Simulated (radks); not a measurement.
Problem. These are the eigenvalues of the occupied orbitals of an atom or ion with whole-number occupations (Ry). All-electron calculation, scalar-relativistic Kohn-Sham, PBE, spin-polarised, spherical densities, finite nucleus; Fermi nuclear charge, rms radius of each element as measured or else 0.836 A^(1/3) + 0.57 fm. Program: a radial shooting solver on a logarithmic mesh with Libxc functionals.

1s up: -3685.005
1s down: -3685.003
2s up: -610.9813
2s down: -610.9767
2p up: -544.0941
2p down: -544.0898
3s up: -137.8374
3s down: -137.6344
3p up: -117.1099
3p down: -116.9075
3d up: -89.71772
3d down: -89.56243
4s up: -30.34445
4s down: -29.87124
4p up: -23.51366
4p down: -23.04347
4d up: -14.05636
4d down: -13.58934
5p up: -4.78302
5p down: -4.57144
4f up: -3.77219
6p up: -1.65965

Which element is it, and in what charge state? The configuration may be excited. Open shells, if any, are filled with parallel spins first.

Solution. Z = 64, gadolinium, charge +3: Gd3+ in [Kr] 4d10 4f7 5p6 6p2. The list shows which subshells hold electrons but not how many an open one holds; the 1s level, -1842.5 hartree, gives Z - s = 60.7 by -(Z - s)^2/2, which with screening and relativity narrows Z to a few neighbours, and the depths of the outer levels then fix element, charge and occupations together.
